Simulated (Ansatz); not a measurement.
Consider the isomerisation: `N#CC1=CCCCC1` → `Cc1cccnc1C`.

Program: Ansatz. Geometries: PBE0-D4/def2-TZVP. ΔE: electronic, gas phase. CBS: MP2 limit from def2 TZ/QZ plus the TZ coupled-cluster correction, frozen cores. Functionals use def2-TZVPP. HSE06 is defined as in plane-wave codes.

```json
{"species": "`N#CC1=CCCCC1`", "HSE06-D4 energy (Eh)": "-326.61138"}
{"species": "`Cc1cccnc1C`", "HSE06-D4 energy (Eh)": "-326.64050"}
```

Question: Work out ΔE.

Answer: ΔE = (-326.64050) − (-326.61138) = -0.02912 Eh = -0.79 eV. CCSD(T)/CBS gives -0.53 eV.

Largest T1 diagnostic among the species: 0.012.

From BLYP to BHLYP (50 % exact exchange), in def2-TZVPP and without D4, ΔE moves by +0.06 eV. Leaving LDA and LC-ωPBE aside and taking each functional with its dispersion term where it has one, the values, not all of them listed here, spread over 0.24 eV, from PBE-D4 to ωB97X-V. LDA lies −0.20 eV from PBE without D4.
